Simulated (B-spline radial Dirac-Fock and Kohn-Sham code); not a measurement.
**Nb²⁺ in Watson spheres of different radius**

The computed values come from a radial B-spline solver: Dirac-Fock ΔSCF + Breit + QED. The ion, [Kr] 4d3, sits in a hollow sphere of charge Q = -2, a simple model of the Madelung potential. Inside the sphere an electron's potential energy is raised by the constant 14.40·|Q|/R eV, so binding energies fall by about that much as long as the orbitals stay inside.

```csv
radius (Å),14.40 |Q|/R (eV),1s (eV),2s (eV),2p1/2 (eV),2p3/2 (eV),3s (eV),3p1/2 (eV),3p3/2 (eV),3d3/2 (eV),3d5/2 (eV),4s (eV),4p1/2 (eV),4p3/2 (eV),4d (eV)
1.8,16.00,18995.3,2713.6,2475.9,2381.6,481.3,391.3,375.6,216.8,214.1,72.31,44.75,42.61,7.67
2.2,13.09,18998.0,2716.3,2478.6,2384.3,484.0,393.9,378.2,219.5,216.7,75.02,47.47,45.33,10.37
```

From the smallest to the largest radius 1s moves by +2.7 eV, while the constant potential alone would give +2.9 eV; the difference comes from charge outside the sphere and its screening.
